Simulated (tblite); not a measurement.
Compound: C4H8ClF3Ge.
Numbering: `[CH3:1][CH:2]([CH3:3])[C@H:4]([Cl:5])[Ge:6]([F:7])([F:8])[F:9]` (hydrogens: H10, H11, H12 on C1; H13 on C2; H14, H15, H16 on C3; H17 on C4)

Computed with GFN2-xTB (tblite), gas phase: L-BFGS steps from a force-field or distance-geometry start until the largest atomic force falls under 0.01 eV/Å.

Step 40: E = -910.3072 eV
```
atom  x, y, z in Å  |  force x, y, z in eV/Å
C1     -0.8970    1.3638   -0.3213   -0.033  -0.019  -0.026
C2     -0.8719   -0.1489   -0.5319    0.015  -0.026   0.007
C3     -1.3571   -0.8862    0.7101   -0.013   0.016   0.025
C4      0.5379   -0.5656   -0.9049    0.056  -0.018   0.011
Cl5     0.7335   -2.3048   -1.1115   -0.021   0.062  -0.029
Ge6     1.9676    0.0598    0.4518   -0.079   0.024  -0.007
F7      3.1993   -1.0973    0.8145    0.016  -0.012  -0.004
F8      2.8494    1.3924   -0.2458    0.046   0.015   0.025
F9      1.6228    0.6651    2.0614    0.041  -0.030  -0.023
H10    -1.9192    1.7187   -0.2318   -0.035  -0.009   0.017
H11    -0.4245    1.8851   -1.1519   -0.013  -0.018  -0.018
H12    -0.3659    1.6224    0.5953    0.000   0.017   0.006
H13    -1.5136   -0.4114   -1.3833    0.014   0.009   0.030
H14    -0.6711   -0.7020    1.5381   -0.012   0.016   0.030
H15    -1.4056   -1.9573    0.5354    0.001  -0.007  -0.029
H16    -2.3458   -0.5399    0.9970   -0.013   0.023  -0.008
H17     0.8541   -0.0819   -1.8313    0.029  -0.044  -0.006
```

Step 41: E = -910.3079 eV
```
atom  x, y, z in Å  |  force x, y, z in eV/Å
C1     -0.8981    1.3652   -0.3219   -0.026  -0.038  -0.010
C2     -0.8701   -0.1478   -0.5318    0.002  -0.026   0.013
C3     -1.3572   -0.8851    0.7098    0.000   0.003   0.019
C4      0.5397   -0.5660   -0.9050    0.017  -0.011   0.006
Cl5     0.7296   -2.3057   -1.1109   -0.009   0.062  -0.028
Ge6     1.9675    0.0595    0.4509   -0.037   0.026   0.021
F7      3.2030   -1.0950    0.8148   -0.001  -0.006  -0.010
F8      2.8548    1.3906   -0.2450    0.032   0.010   0.029
F9      1.6214    0.6606    2.0636    0.042  -0.032  -0.043
H10    -1.9215    1.7159   -0.2277   -0.026  -0.006   0.017
H11    -0.4309    1.8878   -1.1545   -0.010  -0.018  -0.019
H12    -0.3636    1.6243    0.5930   -0.006   0.022  -0.003
H13    -1.5120   -0.4107   -1.3824    0.009   0.004   0.015
H14    -0.6738   -0.6994    1.5391   -0.007   0.023   0.039
H15    -1.4027   -1.9569    0.5368    0.001  -0.002  -0.036
H16    -2.3474   -0.5419    0.9937   -0.019   0.033  -0.006
H17     0.8543   -0.0835   -1.8326    0.037  -0.042  -0.003
```

Step 42: E = -910.3087 eV
```
atom  x, y, z in Å  |  force x, y, z in eV/Å
C1     -0.8995    1.3662   -0.3226   -0.012  -0.033   0.000
C2     -0.8676   -0.1469   -0.5313   -0.014  -0.015   0.014
C3     -1.3571   -0.8840    0.7097    0.004   0.001   0.019
C4      0.5422   -0.5665   -0.9049   -0.032   0.009   0.000
Cl5     0.7244   -2.3055   -1.1105    0.010   0.035  -0.027
Ge6     1.9670    0.0595    0.4506    0.029   0.016   0.029
F7      3.2077   -1.0923    0.8151   -0.026   0.004  -0.017
F8      2.8617    1.3883   -0.2435    0.012   0.002   0.037
F9      1.6196    0.6537    2.0653    0.038  -0.026  -0.045
H10    -1.9244    1.7119   -0.2210   -0.013  -0.005   0.012
H11    -0.4401    1.8913   -1.1589   -0.018  -0.031  -0.003
H12    -0.3600    1.6274    0.5892   -0.011   0.024  -0.015
H13    -1.5098   -0.4094   -1.3810    0.002  -0.007  -0.006
H14    -0.6777   -0.6944    1.5415   -0.009   0.021   0.040
H15    -1.3982   -1.9562    0.5378    0.003   0.002  -0.033
H16    -2.3502   -0.5445    0.9887   -0.010   0.034  -0.007
H17     0.8551   -0.0865   -1.8342    0.045  -0.032   0.002
```

Step 43: E = -910.3093 eV
```
atom  x, y, z in Å  |  force x, y, z in eV/Å
C1     -0.9015    1.3664   -0.3233   -0.003  -0.024   0.018
C2     -0.8664   -0.1467   -0.5308   -0.020   0.000   0.013
C3     -1.3572   -0.8833    0.7102    0.009  -0.006   0.008
C4      0.5435   -0.5665   -0.9046   -0.049   0.024   0.000
Cl5     0.7216   -2.3045   -1.1105    0.021   0.004  -0.023
Ge6     1.9671    0.0601    0.4506    0.065   0.004   0.017
F7      3.2104   -1.0905    0.8145   -0.039   0.008  -0.020
F8      2.8673    1.3869   -0.2418    0.000  -0.001   0.039
F9      1.6204    0.6491    2.0653    0.032  -0.016  -0.029
H10    -1.9271    1.7094   -0.2185   -0.005  -0.006   0.007
H11    -0.4452    1.8927   -1.1604   -0.019  -0.033  -0.006
H12    -0.3603    1.6297    0.5874   -0.013   0.021  -0.020
H13    -1.5082   -0.4090   -1.3802   -0.005  -0.017  -0.017
H14    -0.6799   -0.6926    1.5433   -0.009   0.018   0.037
H15    -1.3970   -1.9557    0.5374    0.002   0.010  -0.023
H16    -2.3512   -0.5442    0.9865   -0.009   0.031  -0.006
H17     0.8567   -0.0893   -1.8352    0.042  -0.017   0.005
```

**Question.** Estimate the geometry and energy of step 44. (The exact step hangs on the optimiser's Hessian estimate; all steps are aligned on step 43, rigid shifts and turns removed.)

**Answer.** E = -910.3101 eV, largest force 0.078 eV/Å
```
atom  x, y, z in Å  |  force x, y, z in eV/Å
C1     -0.9041    1.3663   -0.3236    0.006   0.003   0.020
C2     -0.8653   -0.1464   -0.5297   -0.022   0.014   0.004
C3     -1.3573   -0.8823    0.7112    0.004  -0.004   0.004
C4      0.5444   -0.5661   -0.9043   -0.043   0.034   0.004
Cl5     0.7191   -2.3030   -1.1114    0.028  -0.030  -0.016
Ge6     1.9684    0.0606    0.4506    0.076  -0.012  -0.010
F7      3.2125   -1.0886    0.8134   -0.037   0.000  -0.020
F8      2.8736    1.3853   -0.2386   -0.006   0.003   0.039
F9      1.6216    0.6430    2.0642    0.024   0.000  -0.001
H10    -1.9307    1.7064   -0.2142    0.011  -0.011   0.001
H11    -0.4524    1.8932   -1.1631   -0.027  -0.037   0.000
H12    -0.3598    1.6332    0.5844   -0.015   0.016  -0.022
H13    -1.5063   -0.4089   -1.3793   -0.016  -0.026  -0.025
H14    -0.6831   -0.6892    1.5468   -0.016   0.011   0.022
H15    -1.3946   -1.9548    0.5365   -0.001   0.017  -0.004
H16    -2.3533   -0.5437    0.9834    0.009   0.018  -0.007
H17     0.8603   -0.0932   -1.8361    0.026   0.006   0.010
```

The energy changes by -0.0008 eV. The first-order estimate −F·Δx gives -0.0011 eV and the mean of the old and new forces, exact on a quadratic surface, -0.0008 eV. The step makes an angle of 68° with the force vector and moves no atom by more than 0.008 Å.

What follows is the cost of the whole relaxation. The run took 1.4 s of wall time on Arm Neoverse N1, one thread, shared host with 64 logical CPUs at a one-minute load of 59.
